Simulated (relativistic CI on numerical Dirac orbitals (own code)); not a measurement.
## Hyperfine structure of Cd22+, mass number 113

Computed by Dirac-Coulomb-Breit CI, separate exchange-only KLI orbitals for each configuration, QED by a radiative potential, unscaled Slater integrals (own radial code, finite nucleus).

CI space (outside the closed core [Ne]): 3s²3p⁶3d⁸, 3s²3p⁵3d⁹, 3s²3p⁴3d¹⁰, 3s3p⁶3d⁹, 3p⁶3d¹⁰, 3s3p⁵3d¹⁰, 3s²3p⁶3d⁷4s, 3s²3p⁶3d⁷4p, 3s²3p⁶3d⁷4d, 3s²3p⁶3d⁷4f, 3s²3p⁴3d⁹4s, 3s²3p⁵3d⁸4s, 3s²3p⁶3d⁶4s², 3s²3p⁴3d⁹4p, 3s²3p⁵3d⁸4p, 3s²3p⁶3d⁶4s4p. Levels of other configurations are missing.

Nuclear spin I = 1/2, μ = -0.6213 μN (tables of Stone and Pyykkö). The electronic factors are computed for point nuclear moments, without core polarisation or the Bohr-Weisskopf and QED corrections.

| Level | E (cm⁻¹) | A (MHz) |
| --- | --- | --- |
| 3s²3p⁶3d⁸ ³F4 | 0 | -9018 |
| 3s²3p⁶3d⁸ ³F3 | 52700 | -12770 |
| 3s²3p⁶3d⁸ ³P2 | 88411 | -11910 |
| 3s²3p⁶3d⁸ ³P1 | 113496 | 689.7 |
| 3s²3p⁶3d⁸ ¹G4 | 127498 | -13880 |
| 3s²3p⁶3d⁸ ¹D2 | 139058 | -18790 |
| 3s²3p⁵3d⁹ ³F°4 | 1607838 | -22460 |
| 3s²3p⁵3d⁹ ¹D°2 | 1641528 | -16840 |

Levels with J = 0, under 50 % of one LS term, or S terms without an open s electron are left out. Small factors come from cancelling terms and can be off by tens of per cent or more.

At this charge energies of transitions that change n are usually good to better than 1 %, and those within a shell (Δn = 0) to a few per cent. Terms inside the open d or f shell come out 10 to 20 % too wide with unscaled integrals.

Q: Give the hyperfine levels of 3s²3p⁶3d⁸ ³F4 relative to its centre of gravity.

A: With K = F(F + 1) − I(I + 1) − J(J + 1), E = AK/2: F = 7/2: 22540, F = 9/2: -18040 MHz.

LS names give the leading component of a level, which can be under half, so a name can repeat, a term be missing and a line seem to break the LS rules.
